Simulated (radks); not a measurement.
Removal energies from the antimony ion Sb9+, [Kr] 4d(3/2: 4, 5/2: 2), by Delta-SCF beside the eigenvalue of the level emptied. Calculated with a radial shooting solver on a logarithmic mesh with Libxc functionals: Dirac Kohn-Sham, relativistic LDA (MacDonald-Vosko exchange, VWN5 correlation), spin-unpolarised, spherical densities, finite nucleus; Fermi nuclear charge, rms radius of each element as measured or else 0.836 A^(1/3) + 0.57 fm. Sub-shells are occupied by j as written (lower j first in brackets).

removed from,final configuration,Delta-SCF (eV),-eigenvalue (eV)
4d5/2,"[Kr] 4d(3/2: 4, 5/2: 1)",188.27,176.39
4d3/2,"[Kr] 4d(3/2: 3, 5/2: 2)",189.96,178.00
4p3/2,"[Ar] 3d10 4s2 4p(1/2: 2, 3/2: 3) 4d(3/2: 4, 5/2: 2)",259.37,246.54
4p1/2,"[Ar] 3d10 4s2 4p(1/2: 1, 3/2: 4) 4d(3/2: 4, 5/2: 2)",269.16,256.03
